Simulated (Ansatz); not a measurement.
`O=C=N[SiH3]` at its PBE0-D4/def2-TZVP geometry, where that method's forces vanish. Total charge 0; spin multiplicity 1.

```xyz
7

O    -1.6191    1.4174    2.1318
C    -0.9968    0.8719    1.3116
N    -0.3613    0.3145    0.4735
Si    0.5517   -0.4827   -0.7261
H     0.7687   -1.8878   -0.3090
H     1.8532    0.2089   -0.8773
H    -0.1965   -0.4422   -2.0043
```

Problem. What forces (eV/Å) does r2SCAN-D4/def2-TZVPP give on these atoms in the Gaussian-basis code of Ansatz? (Best estimate.)

Solution. Computed: 
```
O1  -0.264  0.231  0.348
C2   0.054 -0.047 -0.070
N3   0.226 -0.198 -0.298
Si4 -0.020  0.018  0.027
H5   0.002  0.027 -0.020
H6  -0.023 -0.023 -0.006
H7   0.025 -0.008  0.020
```
